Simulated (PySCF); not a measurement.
# A small calculation by hand: oscillator strength and radiative lifetime

Al(Me)(NH2)2 (CH7AlN2), SMILES [CH3][Al]([NH2])[NH2].

Coordinates come from a B3LYP-D3(BJ)/def2-SVP optimisation. The structure was generated by enumeration; whether it is a known compound was not checked. Other conformers were not sampled.

TDA-PBE/def2-SVPD run with PySCF puts the first singlet state with f over 0.02 at 5.35 eV (vertical), with the transition dipole (0.348, -0.354, -0.589) in atomic units.

### Question
Find the oscillator strength, the wavelength and the radiative lifetime that this transition would have in vacuum if emission retraced absorption.

### Answer

|μ|² = 0.5933 au, so |μ| = 1.96 D. ΔE = 5.35/27.211 = 0.1966 hartree. f = (2/3) ΔE |μ|² = 0.078 (the program prints 0.078).
λ = 1239.84/5.35 = 232 nm; ν = 43151 cm⁻¹.
Einstein's coefficient A = 0.6670 ν² f s⁻¹ (ν in cm⁻¹) = 9.7e7 s⁻¹, so τ = 1/A = 10 ns. This state is S2; the lower singlet has f = 0.000. The figure is the radiative limit of this one transition; relaxation, internal conversion, crossing to triplets and a medium change what is measured.
